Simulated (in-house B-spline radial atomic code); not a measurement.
Values are calculated unless marked as measured or tabulated.
## Ag in electron gases of falling density

A nucleus sits in a uniform electron gas with a rigid positive background. The Kohn-Sham equations are solved self-consistently in the spin-unpolarised LDA (PW92), non-relativistic, on B-splines with outgoing waves at the boundary and partial waves to l = 8. The model has no lattice, no bands and no magnetic solution. Atomic units; δ_l are the phase shifts at the Fermi level, counted so that each bound state adds π, and good to about 0.0005.

| r_s (bohr) | k_F | δ0/π | δ1/π | δ2/π | shallowest bound level (hartree) | σ_tr (bohr²) | Q (a.u.) |
| --- | --- | --- | --- | --- | --- | --- | --- |
| 1.5 | 1.2794 | 3.799 | 3.022 | 1.949 | p -1.71 | 10.07 | 0.912 |
| 1.65 | 1.1631 | 3.853 | 3.059 | 1.965 | s -2.36e-05 | 8.92 | 0.551 |
| 1.8 | 1.0662 | 3.899 | 3.086 | 1.975 | s -0.000197 | 8.60 | 0.375 |
| 2 | 0.9596 | 3.951 | 3.112 | 1.982 | s -0.0003 | 9.01 | 0.258 |
| 2.07 | 0.9271 | 3.967 | 3.118 | 1.983 | s -0.000297 | 9.28 | 0.232 |
| 2.2 | 0.8723 | 3.995 | 3.128 | 1.985 | s -0.000267 | 9.86 | 0.193 |
| 2.4 | 0.7996 | 4.033 | 3.137 | 1.986 | s -0.000215 | 10.83 | 0.150 |
| 2.67 | 0.7188 | 4.079 | 3.142 | 1.986 | s -0.000203 | 12.07 | 0.109 |
| 3 | 0.6397 | 4.130 | 3.139 | 1.985 | s -0.000347 | 13.64 | 0.077 |
| 3.3 | 0.5816 | 4.172 | 3.132 | 1.985 | s -0.000742 | 15.72 | 0.061 |
| 3.6 | 0.5331 | 4.212 | 3.122 | 1.984 | s -0.00152 | 19.25 | 0.053 |
| 4 | 0.4798 | 4.261 | 3.107 | 1.985 | s -0.00323 | 27.36 | 0.049 |

Q = n k_F σ_tr, with n = 3/(4π r_s³).

Problem. How does the screening charge move between partial waves as the gas thins?

Solution. By (2/π)(2l + 1) δ_l, at r_s = 1.5 it is s 7.60, p 18.13, d 19.49, f and beyond 1.77, and at r_s = 4 s 8.52, p 18.64, d 19.85, f and beyond -0.01. The free atom is [Kr] 4d10 5s1.

Problem. What end-to-end powers of r_s do the first and last rows give for σ_tr and Q?

Solution. σ_tr goes as r_s^+1.02 and Q as r_s^-2.98. Since n k_F/k_F² goes as r_s⁻², Q = 4π n Σ/k_F would fall as r_s⁻² at fixed phase shifts; the sum Σ (l + 1) sin²(δ_l − δ_(l+1)) is 1.312 in the first row and 0.501 in the last, and ranges from 0.42 to 1.31 between them, so these powers are no law.
